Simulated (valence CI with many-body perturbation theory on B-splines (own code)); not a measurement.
## Sn⁴⁴⁺: electric-dipole lines

Level of theory: valence CI with perturbative core correlation (CI+MBPT): four valence electrons over a frozen Dirac-Fock core [He], radial functions for each j: 11 s, 11 p, 10 d, 8 f, 5 g, 2 h, with the one-electron correlation potential Σ1 (screened to all orders), the two-electron term Σ2, the three-electron term Σ3, Breit, model QED; selected single and double excitations, second order for the rest, scaled by the run's own slope (own B-spline code, finite nucleus).

No measured spectrum was set against this ion. As an estimate, large intervals hold to a few tenths of a per cent, small ones and those within an open d or f shell to about a per cent. Among the levels kept, up to 840 cm⁻¹ of a level comes from second order outside the variational space, and about a tenth of that is noise between levels of different J, which matters for small intervals.

Lines 101 to 150 of 546 in falling wavelength, among levels below 386.42 Ry, chosen from the strongest by gf and those to the six lowest levels. Wavelengths and rates use the calculated energies. Electric multipoles are in the length gauge, E1 and E2 with the static RPA response of the core. Weak lines are less certain than strong ones. Lines between different terms over intervals too small for the method are left out, as are lines whose strength nearly cancels. Where a level lies close to another of its J and parity, the split of strength between their lines is uncertain. The highest levels of a list are the least certain.

Levels are named by their leading jj configuration (3d3/2^4 stands for four electrons in 3d with j = 3/2), which in mixed levels can hold well under half, so a name can repeat and another be missing. Letters in brackets count levels of one name in rising energy.

| λ vac (nm) | Upper | Lower | A (s⁻¹) | S (a.u.) with core polarisation | S without |
| --- | --- | --- | --- | --- | --- |
| 9.531 | (2s 2p3/2^2 3p3/2) J=2 [c] | (2s 2p3/2^2 3s) J=2 [b] | 1.48e+10 | 3.16e-02 | 3.16e-02 |
| 9.528 | (2p1/2 2p3/2^2 3p3/2) J=1 [b] | (2p1/2 2p3/2^2 3s) J=2 [b] | 2.15e+10 | 2.75e-02 | 2.75e-02 |
| 9.519 | (2s^2 2p3/2 3d3/2) J=1 | (2s^2 2p3/2 3p1/2) J=1 | 2.55e+10 | 3.26e-02 | 3.26e-02 |
| 9.512 | (2s 2p3/2^2 3d5/2) J=4 [a] | (2s 2p3/2^2 3p1/2) J=3 | 1.55e+10 | 5.93e-02 | 5.93e-02 |
| 9.491 | (2s 2p1/2 2p3/2 3p1/2) J=3 [b] | (2s^2 2p3/2 3p1/2) J=2 | 2.71e+10 | 7.99e-02 | 8.00e-02 |
| 9.476 | (2s 2p1/2 2p3/2 3p3/2) J=2 [d] | (2s 2p1/2 2p3/2 3s) J=2 [c] | 1.52e+10 | 3.19e-02 | 3.19e-02 |
| 9.441 | (2s 2p3/2^2 3p3/2) J=2 [c] | (2s 2p3/2^2 3s) J=1 [b] | 1.90e+10 | 3.94e-02 | 3.94e-02 |
| 9.429 | (2s 2p1/2 2p3/2 3d3/2) J=2 [c] | (2s 2p1/2 2p3/2 3p1/2) J=1 [b] | 1.44e+10 | 2.97e-02 | 2.97e-02 |
| 9.408 | (2s 2p1/2 2p3/2 3p3/2) J=2 [d] | (2s 2p1/2 2p3/2 3s) J=1 [c] | 2.63e+10 | 5.41e-02 | 5.41e-02 |
| 9.384 | (2s 2p3/2^2 3p3/2) J=2 [a] | (2s 2p3/2^2 3s) J=2 [a] | 2.55e+10 | 5.21e-02 | 5.21e-02 |
| 9.377 | (2s^2 2p1/2 3p3/2) J=2 | (2s^2 2p1/2 3s) J=1 | 5.52e+10 | 1.12e-01 | 1.12e-01 |
| 9.358 | (2s^2 2p3/2 3p3/2) J=2 | (2s^2 2p3/2 3s) J=1 | 1.44e+10 | 2.92e-02 | 2.91e-02 |
| 9.209 | (2p1/2^2 2p3/2 3p3/2) J=2 | (2p1/2^2 2p3/2 3s) J=2 | 3.04e+10 | 5.86e-02 | 5.86e-02 |
| 9.121 | (2s 2p3/2^2 3p3/2) J=2 [c] | (2s 2p3/2^2 3s) J=1 [a] | 1.49e+10 | 2.79e-02 | 2.79e-02 |
| 9.112 | (2p1/2 2p3/2^2 3p1/2) J=3 | (2s 2p3/2^2 3p1/2) J=2 [b] | 2.06e+10 | 5.39e-02 | 5.39e-02 |
| 9.109 | (2s 2p1/2 2p3/2 3p3/2) J=2 [d] | (2s 2p1/2 2p3/2 3s) J=1 [b] | 1.84e+10 | 3.44e-02 | 3.44e-02 |
| 9.068 | (2s 2p1/2 2p3/2 3p3/2) J=3 [b] | (2s 2p1/2 2p3/2 3s) J=3 | 1.80e+10 | 4.65e-02 | 4.65e-02 |
| 8.998 | (2s^2 2p3/2 3p3/2) J=2 | (2s^2 2p3/2 3s) J=2 | 1.93e+10 | 3.47e-02 | 3.47e-02 |
| 8.846 | (2s 2p1/2 2p3/2 3s) J=3 | (2s^2 2p3/2 3s) J=2 | 3.14e+10 | 7.52e-02 | 7.53e-02 |
| 8.806 | (2p1/2 2p3/2^2 3p3/2) J=2 [b] | (2p1/2 2p3/2^2 3s) J=2 [b] | 5.26e+10 | 8.87e-02 | 8.87e-02 |
| 8.743 | (2s 2p1/2 2p3/2 3p3/2) J=1 [d] | (2s 2p1/2 2p3/2 3s) J=1 [b] | 3.73e+10 | 3.69e-02 | 3.69e-02 |
| 8.709 | (2s 2p1/2 2p3/2 3p3/2) J=2 [a] | (2s 2p1/2 2p3/2 3s) J=2 [a] | 2.72e+10 | 4.43e-02 | 4.43e-02 |
| 8.668 | (2p1/2^2 2p3/2 3p3/2) J=0 | (2p1/2^2 2p3/2 3s) J=1 | 9.28e+10 | 2.98e-02 | 2.98e-02 |
| 8.420 | (2p1/2 2p3/2^2 3p3/2) J=3 [b] | (2s 2p3/2^2 3p3/2) J=3 [b] | 1.21e+10 | 2.50e-02 | 2.50e-02 |
| 8.407 | (2p1/2 2p3/2^2 3s) J=3 | (2s 2p3/2^2 3s) J=2 [b] | 3.20e+10 | 6.57e-02 | 6.58e-02 |
| 8.293 | (2s 2p1/2 2p3/2 3s) J=2 [b] | (2s^2 2p3/2 3s) J=1 | 2.61e+10 | 3.68e-02 | 3.68e-02 |
| 8.214 | (2s 2p1/2^2 2p3/2) J=2 | (2s^2 2p1/2 2p3/2) J=2 | 3.91e+09 | 5.35e-03 | 5.36e-03 |
| 8.122 | (2s 2p3/2^2 3p3/2) J=1 [c] | (2s 2p3/2^2 3s) J=1 [b] | 6.83e+10 | 5.42e-02 | 5.42e-02 |
| 7.807 | (2s 2p1/2 2p3/2 3p3/2) J=3 [b] | (2s^2 2p3/2 3p3/2) J=3 | 2.07e+10 | 3.41e-02 | 3.41e-02 |
| 7.768 | (2s 2p1/2 2p3/2^2) J=3 | (2s^2 2p3/2^2) J=2 | 7.37e+09 | 1.19e-02 | 1.20e-02 |
| 7.485 | (2s 2p1/2^2 2p3/2) J=2 | (2s^2 2p1/2 2p3/2) J=1 | 7.02e+09 | 7.27e-03 | 7.28e-03 |
| 6.419 | (2p1/2 2p3/2^2 3p3/2) J=3 [a] | (2s 2p3/2^2 3p3/2) J=4 | 2.00e+10 | 1.82e-02 | 1.83e-02 |
| 6.024 | (2s 2p1/2 2p3/2^2) J=1 [a] | (2s^2 2p3/2^2) J=2 | 7.14e+09 | 2.31e-03 | 2.32e-03 |
| 5.994 | (2p1/2^2 2p3/2 3s) J=1 | (2s 2p1/2 2p3/2 3s) J=2 [b] | 5.36e+10 | 1.71e-02 | 1.71e-02 |
| 5.983 | (2s 2p1/2^2 2p3/2) J=1 | (2s^2 2p1/2 2p3/2) J=2 | 1.79e+10 | 5.67e-03 | 5.69e-03 |
| 5.966 | (2p1/2^2 2p3/2 3d5/2) J=3 | (2s 2p1/2 2p3/2 3d5/2) J=4 [b] | 3.10e+10 | 2.27e-02 | 2.28e-02 |
| 5.897 | (2p1/2^2 2p3/2 3d3/2) J=3 | (2s 2p1/2 2p3/2 3d3/2) J=4 | 3.50e+10 | 2.48e-02 | 2.49e-02 |
| 5.868 | (2p1/2^2 2p3/2 3p3/2) J=3 | (2s 2p1/2 2p3/2 3p3/2) J=4 | 3.93e+10 | 2.74e-02 | 2.75e-02 |
| 5.857 | (2p1/2^2 2p3/2 3p3/2) J=2 | (2s 2p1/2 2p3/2 3p3/2) J=3 [b] | 3.29e+10 | 1.63e-02 | 1.63e-02 |
| 5.843 | (2p1/2^2 2p3/2 3d5/2) J=4 | (2s 2p1/2 2p3/2 3d5/2) J=5 | 4.09e+10 | 3.62e-02 | 3.63e-02 |
| 5.825 | (2p1/2 2p3/2^2 3p3/2) J=4 | (2s 2p3/2^2 3p3/2) J=4 | 2.27e+10 | 1.99e-02 | 2.00e-02 |
| 5.800 | (2p1/2^2 2p3/2 3s) J=2 | (2s 2p1/2 2p3/2 3s) J=3 | 3.49e+10 | 1.68e-02 | 1.68e-02 |
| 5.741 | (2s 2p1/2 2p3/2^2) J=2 [b] | (2s^2 2p3/2^2) J=2 | 1.02e+10 | 4.79e-03 | 4.80e-03 |
| 5.238 | (2p1/2^2 2p3/2^2) J=2 | (2s 2p1/2 2p3/2^2) J=3 | 5.92e+10 | 2.10e-02 | 2.10e-02 |
| 3.297 | (2s 2p3/2^2 3d5/2) J=5 | (2s^2 2p3/2 3d5/2) J=4 | 6.87e+10 | 1.34e-02 | 1.34e-02 |
| 3.275 | (2p1/2 2p3/2^2 3p3/2) J=2 [a] | (2s 2p1/2 2p3/2 3p3/2) J=1 [c] | 1.24e+11 | 1.08e-02 | 1.08e-02 |
| 3.252 | (2p1/2 2p3/2^2 3d5/2) J=4 | (2s 2p1/2 2p3/2 3d5/2) J=3 [c] | 7.02e+10 | 1.07e-02 | 1.07e-02 |
| 3.247 | (2p1/2 2p3/2^2 3d3/2) J=1 | (2s 2p1/2 2p3/2 3d3/2) J=1 [c] | 1.76e+11 | 8.94e-03 | 8.96e-03 |
| 3.237 | (2s 2p3/2^2 3p1/2) J=3 | (2s^2 2p3/2 3p1/2) J=2 | 8.22e+10 | 9.63e-03 | 9.65e-03 |
| 3.204 | (2s 2p1/2 2p3/2^2) J=2 [a] | (2s^2 2p1/2 2p3/2) J=1 | 1.02e+11 | 8.30e-03 | 8.32e-03 |
